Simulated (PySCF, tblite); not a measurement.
Compound: C5H15NP2Si.
Geometry (GFN2-xTB, Å), atoms numbered from 1 in this order:
```xyz
24
C5H15NP2Si angstrom
C      0.5329   -2.2479    0.5076
N      0.2087   -0.9757   -0.0937
C     -1.1677   -0.5953    0.0773
C     -1.5213    0.3938    1.2105
C     -2.4270    1.1529    0.2320
C     -1.8044    0.3713   -0.9344
Si     1.4094    0.0745   -0.7337
P      1.4327    2.1107    0.2604
P      3.3966   -0.9492   -0.4591
H      0.3293   -2.2441    1.5826
H      1.5884   -2.4696    0.3543
H     -0.0541   -3.0459    0.0436
H     -1.7603   -1.5116    0.1580
H     -1.9984   -0.0278    2.0928
H     -0.6533    0.9794    1.5139
H     -2.2944    2.2319    0.2045
H     -3.4826    0.9304    0.3736
H     -2.4948   -0.0774   -1.6456
H     -1.0641    0.9490   -1.4797
H      1.2456    0.1731   -2.2032
H      2.4549    2.6019   -0.5347
H      0.4585    2.6654   -0.5485
H      3.5235   -0.6229    0.8783
H      4.1300    0.1526   -0.8494
```

Method used: PBE0/pcSseg-1 in PySCF (dipole) on a GFN2-xTB geometry, gas phase.

Masses are those of the commonest isotopes; rigid-rotor values at the optimised geometry. The values belong to one conformer with, in the numbering `[CH3:1][N:2]([CH:3]1[CH2:4][CH2:5][CH2:6]1)[SiH:7]([PH2:8])[PH2:9]`, C1–N2–C3–C4 99°, C1–N2–Si7–P8 -121°, N2–Si7–P8–H -179° and -86°, N2–Si7–P9–H -79° and -172°, N2–C3–C4–C5 136°, C3–C4–C5–C6 -13°, C4–C5–C6–C3 13°, N2–C3–C6–C5 -135°.

What are A, B and C (cm⁻¹)?

Ia = 358.77, Ib = 725.53, Ic = 949.01 u·Å²; 505379 MHz·u·Å²/I gives 1409, 696.6 and 532.5 MHz, that is A = 0.04699, B = 0.02323, C = 0.01776 cm⁻¹.

Classify the top.

An asymmetric top. Ray's parameter κ = (2B − A − C)/(A − C) = -0.626; −1 is the prolate and +1 the oblate limit.

Is it planar, by Δ = Ic − Ia − Ib?

Not planar: Δ = Ic − Ia − Ib = -135.29 u·Å². For a rigid frame Δ = −2 Σ m c², so Σ m c² = 67.65 u·Å² lies off the ab plane: 21.37 from hydrogen and 46.27 from heavier atoms. The atom farthest from that plane is 2.04 Å away.

Which types of transition are allowed, and where do some lines up to J = 5 fall?

The dipole components are |μa| = 1.12 D, |μb| = 0.27 D, |μc| = 0.12 D. The squared components, which scale the intensities, stand as 1.00 : 0.06 : 0.01 (a : b : c). Some lines, for components of 0.1 D or more:

```csv
type,branch,"J(Ka,Kc)",MHz,lower level (cm⁻¹)
a,Q,"3(1,2) ← 3(1,3)",982,0.256
b,Q,"4(1,3) ← 4(0,4)",1884,0.398
c,Q,"3(2,2) ← 3(1,2)",1907,0.288
b,Q,"3(2,1) ← 3(1,2)",2030,0.288
a,Q,"5(1,4) ← 5(1,5)",2394,0.596
c,Q,"5(3,3) ← 5(2,3)",3438,0.743
b,R,"5(1,4) ← 4(2,3)",4801,0.515
a,R,"4(2,3) ← 3(2,2)",4897,0.352
c,R,"3(1,2) ← 2(0,2)",4982,0.122
b,Q,"4(4,0) ← 4(3,1)",5503,0.651
a,R,"5(1,5) ← 4(1,4)",5648,0.407
a,R,"5(4,2) ← 4(4,1)",6201,0.834
a,R,"5(3,3) ← 4(3,2)",6210,0.650
c,R,"5(2,3) ← 4(1,3)",8439,0.461
c,R,"4(3,1) ← 3(2,1)",8840,0.356
b,R,"5(3,2) ← 4(2,3)",10324,0.515
b,R,"5(4,2) ← 4(3,1)",11704,0.651
b,R,"5(5,1) ← 4(4,0)",13296,0.834
```

Estimate the classical rotational partition function at 10 K, 25 K and 500 K.

Point group C1, symmetry number σ = 1; q = (√π/σ)·√((kT/h)³/(ABC)), k/h = 20836.6 MHz/K: 7370 at 10 K, 29200 at 25 K, 2610000 at 500 K.

Its GFN2-xTB frequencies are all real (lowest 17 cm⁻¹). Zero-point vibration and centrifugal distortion are left out. A rigid rotor knows nothing of internal rotation, which can split or shift real lines. Quadrupole hyperfine structure (14N) is left out.
